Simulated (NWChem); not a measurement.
System: SrBrF; SMILES [Sr]([F])[Br]

```xyz
3

Sr    -0.0296     0.7904     0.0000
F     -1.4715     2.3272     0.0000
Br     0.3728    -1.9834     0.0000
```
Atoms are numbered in this order, from 1.

Level: PBE0/def2-SVP with def2 effective core potentials on Sr (NWChem), optimised geometry, unscaled harmonic frequencies. This build's default masses of Se (78.918 u) and Br (79.917 u) are each other's, which moves their modes by up to 0.6 %. def2 effective core potentials on Sr; no spin-orbit coupling.

Task: List the harmonic frequencies with IR intensities, and the thermochemistry.

Result: 
```
frequency (cm⁻¹)  IR intensity (km/mol)
----------------  ---------------------
50                                 34.8
210                                27.9
528                               135.2
```

The zero-point energy is 1.1 kcal/mol and the thermal correction to the enthalpy at 298.15 K (with zero-point energy) comes out as 4.5 kcal/mol. The heat capacity Cv comes out as 10.9 cal/(mol K) and the entropy at 298.15 K and 1 atm (symmetry number 1) comes out as 75.7 cal/(mol K).

Rigid rotor and harmonic oscillator; modes under 100 cm⁻¹ make the entropy uncertain.
